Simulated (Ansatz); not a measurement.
Basis-set extrapolation for `C[S+](C)c1ccccc1` (PBE0-D4/def2-TZVP geometry, frozen core, Ansatz). Multiplicity 1, RHF reference.

```csv
,def2-TZVPP,def2-QZVPP
HF,-706.773775,-706.798548
MP2 correlation,-1.464773,-1.561294
CCSD(T) correlation,-1.597336,not run
```

Energies in hartree. Use E(X) = E(∞) + A·exp(−7.88·√X) for Hartree–Fock and E(X) = E(∞) + B·X^(−2.97) for correlation, with X = 3 and 4, and add CCSD(T) minus MP2 of the smaller set to the MP2 limit.

Q: What is the CCSD(T) energy at the basis-set limit?

A: HF limit: -706.798548 + (-0.024773) × 0.13774 = -706.80196. MP2 limit: -1.561294 + (-0.096521) × 0.74074 = -1.63279. Higher-order term: -1.597336 − (-1.464773) = -0.13256. Total: -708.56731 hartree, 123.1 kcal/mol below CCSD(T)/def2-TZVPP.
